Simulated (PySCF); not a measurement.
**Relaxation of quartet [PtO2]-**

Computed with PySCF, UB3LYP, basis Pt def2-SVPD with ECP60, O def2-SVPD (scalar-relativistic core potentials, no spin–orbit coupling, density fitting). A (50,194) grid was used.

A hand-made linear start, of D∞h symmetry, held to at least that symmetry:

```xyz
3
charge -1 multiplicity 4, angstrom
Pt    0.0000    0.0000    0.0000
O     0.0000    0.0000    1.6900
O     0.0000    0.0000   -1.6900
```

Q: What does it relax to?

A: It ends at D∞h with Pt–O 1.843 Å (×2); O–Pt–O 180.0° (after a last refinement on a finer grid). A frequency run shows 2 imaginary modes (one degenerate set), down to 415i cm⁻¹, so it is a higher-order saddle point.

Q: How much energy is released, and in how many steps?

A: 106.4 kJ/mol in 4 steps.

Open d and f shells are described by one determinant, and the ground state may have another occupation or spin. At this level a doublet minimum of D∞h symmetry lies 109 kJ/mol below this structure. Spin–orbit coupling, left out here, can matter for elements this heavy.

The relaxation took of the order of 26 core-seconds on a shared host.
